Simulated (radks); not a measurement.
The numbers below are computed, except where a source is named.
Valence configurations of C (all share [He]). Code: a radial shooting solver on a logarithmic mesh with Libxc functionals. Model: Dirac Kohn-Sham, BLYP, spin-unpolarised, spherical densities, finite nucleus; open shells are shared between the two j in proportion to 2j + 1; Fermi nuclear charge, rms radius 2.4702 fm. Energies are relative to 2s2 2p2; eigenvalues in eV.

| valence | E (eV) | e(2p1/2) | e(2p3/2) | e(2s1/2) |
|---|---|---|---|---|
| 2s2 2p2 | 0.000 | -5.244 | -5.235 | -13.611 |
| 2s1 2p3 | 8.389 | -5.649 | -5.640 | -14.048 |
| 2s1.5 2p2.5 | 4.191 | -5.453 | -5.444 | -13.837 |
| 2p4 | 16.809 | -6.009 | -5.999 | - |

NIST lists [He] 2s2 2p2 as the ground configuration; this level of theory agrees among the configurations tried. The energies are those of spherical spin-averaged densities, not of single terms.
